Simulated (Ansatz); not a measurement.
Gas-phase reaction (SMILES): [F][Ge]([Br])([Br])[Br] -> F atom + [Br][Ge]([Br])[Br]; the F-Ge bond at the site shown breaks (other sites are not compared here).

Structures are relaxed separately at B3LYP-D3(BJ)/def2-TZVP in Ansatz (a program for electronic structure). Cores are frozen in the correlated levels unless marked. Open shells are spin-unrestricted. Spin-orbit coupling is left out. Frozen are the shells of the preceding noble gas and the d and f shells that filled before the atom's block. Non-relativistic. Basis-set limits of correlation are two-point, X^-3; Hartree-Fock from the larger set. Thermal terms are rigid-rotor harmonic-oscillator values from B3LYP-D3(BJ) frequencies (Ansatz) at 298.15 K and 1 atm. 1 Eh = 627.5095 kcal/mol. Atoms have translation alone.

```tsv
species	E, CCSD(T)/CBS(cc-pVTZ,cc-pVQZ) (Ansatz) (Eh)	E, PBE/def2-TZVPD (Ansatz) (Eh)	H - E (Eh)
[F][Ge]([Br])([Br])[Br]	-9893.53796	-9897.97316	0.01374
F atom	-99.66606	-99.67049	0.00236
[Br][Ge]([Br])[Br]	-9793.67307	-9798.11611	0.00990
```

Task: Work out ΔE and ΔH at 298.15 K at the first level, then ΔH at the second.

Result: 
1. ΔE = [(-99.66606) + (-9793.67307)] - [(-9893.53796)] = 0.19883 Eh = 124.8 kcal/mol at CCSD(T)/CBS(cc-pVTZ,cc-pVQZ).
2. The terms H - E add up to -0.00148 Eh, so ΔH = (0.19883 + (-0.00148))×627.5095 = 123.8 kcal/mol.
3. At PBE/def2-TZVPD the same steps give ΔE = 117.1 and ΔH = 116.1 kcal/mol, a shift of -7.7 from the first level.
4. These values are not checked against measurement here, since the tables used lack a sound gas-phase enthalpy of formation for at least one species.
